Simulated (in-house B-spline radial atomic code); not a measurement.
## B97-1 excitations of O⁴⁺

Method: B97-1. Computed with a B-spline radial code for spherical atoms: linear response of the closed shell [He] 2s2 with the functional's adiabatic kernel; non-relativistic, point nucleus, no spin-orbit coupling, no double excitations, S, P, D and F terms only.

Command:
```bash
python run_td.py task.json out
```
Settings (radii: box in bohr, nucleus in fm):
```
Z                        8
electrons                4
configuration            [He] 2s2
hamiltonian              nr
method                   b97_1
box_radius               19.1
intervals                48
```

Cost of the run: 0.1 s on 1 thread of Arm Neoverse N1 (shared host).

The lowest states, in the order of their Tamm-Dancoff energies; the method's threshold (minus the highest occupied level) is 104.72 eV. Labels give the largest channel, * marks a mixed state, and oscillator strengths are full-response dipole values. Semilocal kernels can invert the small singlet-triplet splittings of Rydberg terms. Energies in eV:

| state | full response | Tamm-Dancoff | oscillator strength |
| --- | --- | --- | --- |
| 2s → 2p 3P | 8.335 | 9.353 | - |
| 2s → 2p 1P | 18.251 | 19.144 | 0.5 |
| 2s → 3s 3S | 65.80 | 65.82 | - |
| 2s → 3s 1S | 67.72 | 67.74 | - |
| 2s → 3p 3P | 69.59 | 69.62 | - |
| 2s → 3p 1P | 70.13 | 70.13 | 0.391 |
| 2s → 3d 3D | 72.04 | 72.08 | - |
| 2s → 3d 1D | 72.89 | 72.90 | - |
| 2s → 4s 3S | 85.41 | 85.42 | - |
| 2s → 4s 1S | ? | ? | - |
| 2s → 4p 3P | 86.84 | 86.85 | - |
| 2s → 4p 1P | 86.94 | 86.94 | 0.105 |
| 2s → 4d 3D | 87.71 | 87.72 | - |
| 2s → 4d 1D | 88.11 | 88.11 | - |
| 2s → 4f 3F | 88.51 | 88.52 | - |
| 2s → 4f 1F | ? | ? | - |

(1) Where does 2s → 4s 1S lie?

(2) Where does 2s → 4f 1F lie?

(3) How large is the singlet-triplet splitting of 2s → 2p (P terms) in Tamm-Dancoff?

(4) What polarisabilities and dispersion coefficient does the method give?

## Answers

(1) At 85.90 eV in full response, 85.91 eV in Tamm-Dancoff.

(2) At 88.82 eV in full response, 88.82 eV in Tamm-Dancoff.

(3) 9.79 eV, from the unrounded values.

(4) Dipole 1.214 bohr³, quadrupole 0.5083 bohr⁵, C6 0.8374 hartree·bohr⁶ for two such species.
